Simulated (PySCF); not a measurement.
# NbSe₂: from structure and modes to constants

Level of theory: PySCF, UB3LYP, basis Nb def2-SVP with ECP28, Se def2-SVP (scalar-relativistic core potentials, no spin–orbit coupling, density fitting).

The doublet minimum has C2v symmetry. Masses (u): Nb 92.90638, Se 79.91652.

```xyz
3
charge 0 multiplicity 2, angstrom
Nb    0.0000    0.0000   -0.8482
Se    1.8539    0.0000    0.4932
Se   -1.8539    0.0000    0.4932
```

Harmonic wavenumbers (cm⁻¹): 112.1 (a1, ×1), 366.7 (a1, ×1), 389.6 (b2, ×1).

Question: Find the principal moments of inertia and the rotational constants. What kind of rotor is it?

Answer: About the centre of mass I = 105.72, 549.33, 655.04 u Å². With B = 16.8576/I this gives 0.1595, 0.03069, 0.02574 cm⁻¹. The molecule is an asymmetric top with κ = -0.93.

Question: What is the harmonic zero-point energy?

Answer: Half the sum of all 3 wavenumbers, 868/2 = 434 cm⁻¹, which is 5.2 kJ/mol (1 cm⁻¹ = 0.0119627 kJ/mol).

Other isomers or separated fragments may lie lower. Open d and f shells are described by one determinant, and the ground state may have another occupation or spin.
